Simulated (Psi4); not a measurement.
Cl$_{2}$Zn (SMILES [Cl][Zn][Cl]), singlet, geometry from GFN2-xTB (such geometries of metal compounds can be far from the true shape); Psi4 with HF/aug-cc-pVTZ.

Input for Psi4:
```
memory 2 GB

molecule mol {
0 1
Zn    0.108251    0.380594    0.212101
Cl    1.309041   -0.005976   -1.495864
Cl   -1.500072   -0.665660    1.121568
}

set {
  basis aug-cc-pvtz
  reference rhf
  s_orthogonalization partialcholesky
}

energy('scf')
print_variables()
```

Question: Write the output that Psi4 gives for this input, abridged.

Answer: 
```
   => Loading Basis Set <=

    Name: AUG-CC-PVTZ
    Role: ORBITAL
    Keyword: BASIS

         ---------------------------------------------------------
                                   SCF
               by Justin Turney, Rob Parrish, Andy Simmonett
                          and Daniel G. A. Smith
                              RHF Reference
         ---------------------------------------------------------

  ==> Geometry <==

    Molecular point group: cs
    Full point group: Cs

    Geometry (in Angstrom), charge = 0, multiplicity = 1:

       Center              X                  Y                   Z               Mass
    ------------   -----------------  -----------------  -----------------  -----------------
         ZN          -0.086480486463     0.432955020212     0.000000000000    63.929142010000
         CL           1.989216774065    -0.014211965220     0.000000000000    34.968852682000
         CL          -1.831115410247    -0.777305080613     0.000000000000    34.968852682000

  Running in cs symmetry.

  Rotational constants: A =      0.70674  B =      0.06353  C =      0.05829 [cm^-1]
  Rotational constants: A =  21187.53248  B =   1904.46392  C =   1747.39726 [MHz]
  Nuclear repulsion =  293.461957265478134

  Charge       = 0
  Multiplicity = 1
  Electrons    = 64
  Nalpha       = 32
  Nbeta        = 32

  ==> Algorithm <==

  SCF Algorithm Type is DF.
  DIIS enabled.
  MOM disabled.
  Fractional occupation disabled.
  Guess Type is SAD.
  Energy threshold   = 1.00e-06
  Density threshold  = 1.00e-06
  Integral threshold = 1.00e-12

  ==> Primary Basis <==

  Basis Set: AUG-CC-PVTZ
    Blend: AUG-CC-PVTZ
    Number of shells: 57
    Number of basis functions: 193
    Number of Cartesian functions: 237
    Spherical Harmonics?: true
    Max angular momentum: 4

   => Loading Basis Set <=

    Name: (AUG-CC-PVTZ AUX)
    Role: JKFIT
    Keyword: DF_BASIS_SCF

  ==> Integral Setup <==

  SCF_SUBTYPE=INCORE selected. In-core MEM_DF algorithm will be used.
  Using in-core AOs.

  ==> MemDFJK: Density-Fitted J/K Matrices <==

    J tasked:                   Yes
    K tasked:                   Yes
    wK tasked:                   No
    Algorithm:                 Core
    Schwarz Cutoff:           1E-12
    Mask sparsity (%):       0.0054
    Fitting Condition:        1E-10

   => Auxiliary Basis Set <=

  Basis Set: (AUG-CC-PVTZ AUX)
    Blend: AUG-CC-PVTZ-JKFIT + DEF2-UNIVERSAL-JKFIT
    Number of shells: 142
[...]
    NB   [    24,    8 ]

   @DF-RHF iter   2: -2646.02298234402679    4.88464e+01   5.89838e-02 DIIS/ADIIS
   @DF-RHF iter   3: -2696.85045447046150   -5.08275e+01   4.32256e-03 DIIS/ADIIS
   @DF-RHF iter   4: -2696.98660512558172   -1.36151e-01   1.34876e-03 DIIS/ADIIS
   @DF-RHF iter   5: -2696.99648850711719   -9.88338e-03   2.47552e-04 DIIS/ADIIS
   @DF-RHF iter   6: -2696.99739000048703   -9.01493e-04   1.41307e-04 DIIS/ADIIS
   @DF-RHF iter   7: -2696.99757494483583   -1.84944e-04   4.12255e-05 DIIS
   @DF-RHF iter   8: -2696.99759906204235   -2.41172e-05   7.43305e-06 DIIS
   @DF-RHF iter   9: -2696.99760043209335   -1.37005e-06   2.38639e-06 DIIS
   @DF-RHF iter  10: -2696.99760053340378   -1.01310e-07   5.12750e-07 DIIS
  Energy and wave function converged.

  ==> Post-Iterations <==

    Orbital Energies [Eh]
    ---------------------

    Doubly Occupied:

[...]
    Virtual:

[...]
    Final Occupation by Irrep:
             Ap   App
    DOCC [    24,    8 ]
    NA   [    24,    8 ]
    NB   [    24,    8 ]

  @DF-RHF Final Energy: -2696.99760053340378

   => Energetics <=

    Nuclear Repulsion Energy =            293.4619572654781336
    One-Electron Energy =               -4339.7396686365682399
    Two-Electron Energy =                1349.2801108376863795
    Total Energy =                      -2696.9976005334037836

Computation Completed

Properties will be evaluated at   0.000000,   0.000000,   0.000000 [a0]

Properties computed using the SCF density matrix

 Multipole Moments:

 ------------------------------------------------------------------------------------
     Multipole            Electronic (a.u.)      Nuclear  (a.u.)        Total (a.u.)
 ------------------------------------------------------------------------------------

 L = 1.  Multiply by 2.5417464519 to convert [e a0] to [Debye]
 Dipole X            :         -0.4594566            0.1763277           -0.2831290
 Dipole Y            :          2.3002222           -0.8827651            1.4174571
 Dipole Z            :          0.0000000            0.0000000            0.0000000
 Magnitude           :                                                    1.4454573

 ------------------------------------------------------------------------------------

  Variable Map:
  ----------------------------------------------------------------------------
[...]
  Array Variable Map:
  ----------------------------------------------------------------------------
[...]
[...]
```
